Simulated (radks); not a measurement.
Values are calculated unless marked as measured or tabulated.
Valence configurations of the carbon ion C3+ (all share [He]). Level of theory: scalar-relativistic Kohn-Sham, r2SCAN, spin-polarised, spherical densities, finite nucleus; open shells are filled with parallel spins first; meta-GGA in the generalised Kohn-Sham scheme; Fermi nuclear charge, rms radius 2.4702 fm (a radial shooting solver on a logarithmic mesh with Libxc functionals). Energies are relative to 2s1; eigenvalues in eV for spin up.

| valence | E (eV) | moment (Bohr magnetons) | e(2p) | e(2s) |
|---|---|---|---|---|
| 2s1 | 0.000 | 1 | - | -58.072 |
| 2p1 | 9.134 | 1 | -48.102 | - |
| 2s0.5 2p0.5 | 4.640 | 1 | -48.476 | -57.700 |

NIST lists [He] 2s1 as the ground configuration; this level of theory agrees among the configurations tried. The energies are those of spherical high-spin densities, not of single terms.
